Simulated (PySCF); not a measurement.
CH$_{4}$OZn, charge -1, doublet, at a GFN2-xTB geometry (such geometries of metal compounds can be far from the true shape) (a state made from the parent by changing its charge; the spin is typed, not shown lowest) (in this run its highest filled SCF level lies above zero, so its values depend strongly on the basis, on diffuse functions most of all); PySCF with M062X/6-31G.

PySCF was given this input:
```python
from pyscf import gto, scf, dft

mol = gto.M(
    atom='''
Zn    0.028615    0.130705    0.464532
C    -0.219304    1.478782   -1.453603
H    -0.981210    2.263563   -1.361546
H    -0.512805    0.844128   -2.292405
H     0.712959    1.980098   -1.740774
O     0.126069   -1.902758   -0.044155
H     0.229866   -2.659573    0.533610
''',
    basis='6-31g',
    charge=-1,
    spin=1,
    verbose=4,
)

mf = dft.UKS(mol)
mf.xc = 'm062x'
mf.conv_tol = 1e-12
mf.kernel()
```

It wrote (shortened):

```
PySCF version 2.14.0

[INPUT] verbose = 4
[INPUT] num. atoms = 7
[INPUT] num. electrons = 49
[INPUT] charge = -1
[INPUT] spin (= nelec alpha-beta = 2S) = 1
[INPUT] symmetry False subgroup None
[INPUT] Mole.unit = angstrom
[INPUT] Symbol           X                Y                Z      unit          X                Y                Z       unit  Magmom
[INPUT]  1 Zn     0.028615000000   0.130705000000   0.464532000000 AA    0.054074513054   0.246996653111   0.877838256096 Bohr   0.0
[INPUT]  2 C     -0.219304000000   1.478782000000  -1.453603000000 AA   -0.414424498022   2.794492977937  -2.746911563846 Bohr   0.0
[INPUT]  3 H     -0.981210000000   2.263563000000  -1.361546000000 AA   -1.854218170684   4.277514135699  -2.572949045997 Bohr   0.0
[INPUT]  4 H     -0.512805000000   0.844128000000  -2.292405000000 AA   -0.969061005308   1.595170734077  -4.332017616584 Bohr   0.0
[INPUT]  5 H      0.712959000000   1.980098000000  -1.740774000000 AA    1.347297248044   3.741842919799  -3.289586104764 Bohr   0.0
[INPUT]  6 O      0.126069000000  -1.902758000000  -0.044155000000 AA    0.238235882798  -3.595691501325  -0.083440857030 Bohr   0.0
[INPUT]  7 H      0.229866000000  -2.659573000000   0.533610000000 AA    0.434383785349  -5.025864578288   1.008376757329 Bohr   0.0

nuclear repulsion = 147.789535506359
number of shells = 29
number of NR pGTOs = 150
number of NR cGTOs = 53
basis = 6-31g
ecp = {}

******** <class 'pyscf.dft.uks.UKS'> ********
method = UKS
initial guess = minao
damping factor = 0
level_shift factor = 0
DIIS = <class 'pyscf.scf.diis.CDIIS'>
diis_start_cycle = 1
diis_space = 8
diis_damp = 0
SCF conv_tol = 1e-12
SCF conv_tol_grad = None
SCF max_cycles = 50
direct_scf = True
direct_scf_tol = 1e-13
number electrons alpha = 25  beta = 24
XC library pyscf.dft.libxc version 7.1.2
    S. Lehtola, C. Steigemann, M. J. T. Oliveira, and M. A. L. Marques,  SoftwareX 7, 1–5 (2018)
XC functionals = m062x
    Y. Zhao and D. G. Truhlar,  Theor. Chem. Acc. 120, 215 (2008)
    Y. Zhao and D. G. Truhlar,  Theor. Chem. Acc. 120, 215 (2008)
radial grids:
    Treutler-Ahlrichs [JCP 102, 346 (1995); DOI:10.1063/1.469408] (M4) radial grids

becke partition: Becke, JCP 88, 2547 (1988); DOI:10.1063/1.454033
pruning grids: <function nwchem_prune>
grids dens level: 3
symmetrized grids: False
atomic radii adjust function: <function treutler_atomic_radii_adjust>
small_rho_cutoff = 0
Set gradient conv threshold to 1e-06
tot grids = 88072
init E= -1893.99784472164

cycle= 1 E= -1894.46843104518  delta_E= -0.471  |g|= 0.634  |ddm|=  1.5
cycle= 2 E= -1893.37760445498  delta_E= 1.09  |g|= 1.54  |ddm|= 1.96
cycle= 3 E= -1894.64544743658  delta_E= -1.27  |g|= 0.181  |ddm|= 1.61
cycle= 4 E= -1894.66135647061  delta_E= -0.0159  |g|= 0.101  |ddm|= 0.276
cycle= 5 E= -1894.66731033328  delta_E= -0.00595  |g|= 0.00942  |ddm|= 0.11
cycle= 6 E= -1894.66755094568  delta_E= -0.000241  |g|= 0.00724  |ddm|= 0.041
cycle= 7 E= -1894.66760388501  delta_E= -5.29e-05  |g|= 0.00274  |ddm|= 0.015
cycle= 8 E= -1894.66762787558  delta_E= -2.4e-05  |g|= 0.00096  |ddm|= 0.0144
cycle= 9 E= -1894.66763211243  delta_E= -4.24e-06  |g|= 0.000378  |ddm|= 0.00615
cycle= 10 E= -1894.66763254807  delta_E= -4.36e-07  |g|= 9.34e-05  |ddm|= 0.00201
cycle= 11 E= -1894.66763256726  delta_E= -1.92e-08  |g|= 2.49e-05  |ddm|= 0.00038
cycle= 12 E= -1894.66763256857  delta_E= -1.31e-09  |g|= 1.05e-05  |ddm|= 8.89e-05
cycle= 13 E= -1894.66763256879  delta_E= -2.14e-10  |g|= 3.01e-06  |ddm|= 4.34e-05
cycle= 14 E= -1894.6676325688  delta_E= -1.64e-11  |g|= 1.78e-06  |ddm|= 9.79e-06
cycle= 15 E= -1894.66763256881  delta_E= -5.91e-12  |g|= 6.1e-07  |ddm|= 4.11e-06
cycle= 16 E= -1894.66763256882  delta_E= -1e-11  |g|= 2.53e-07  |ddm|= 1.83e-06
cycle= 17 E= -1894.66763256882  delta_E= 4.55e-13  |g|= 9.1e-08  |ddm|= 5.74e-07
Extra cycle  E= -1894.6676325688  delta_E= 1.36e-11  |g|= 1.14e-07  |ddm|= 2.19e-07
converged SCF energy = -1894.6676325688  <S^2> = 0.75700278  2S+1 = 2.0069906
```
